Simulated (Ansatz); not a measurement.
A run for Ansatz (an electronic-structure program): R-wB97M-V/def2-TZVPP on GeH2IN (SMILES [NH2][Ge][I]), a point of a torsion scan. Elements past Kr take the def2 small-core potentials; no spin–orbit coupling.

Ansatz 0.2 input:
```yaml
crystal:
  periodic: [false, false, false]
  atoms:
    - {symbol: N, position_ang: [-0.77346894, -0.02217429, 0.09943564]}
    - {symbol: Ge, position_ang: [0.82060154, -0.78191022, -0.40698030]}
    - {symbol: I, position_ang: [-0.04994422, -2.83577287, -1.72566981]}
    - {symbol: H, position_ang: [-1.01867185, 0.91835442, -0.17328826]}
    - {symbol: H, position_ang: [-1.63608219, -0.55440244, 0.11537556]}
basis:
  gaussian:
    orbitals: def2-TZVPP
hamiltonian:
  xc: {name: wB97M-V}
scf: {lower_state_search: off}
```

Q: Give the final energy of this run.

A: -2430.5927 hartree.

Q: How many basis functions does it have, and what does it roughly cost on one machine?

A: 157 functions; roughly 7 core-seconds.
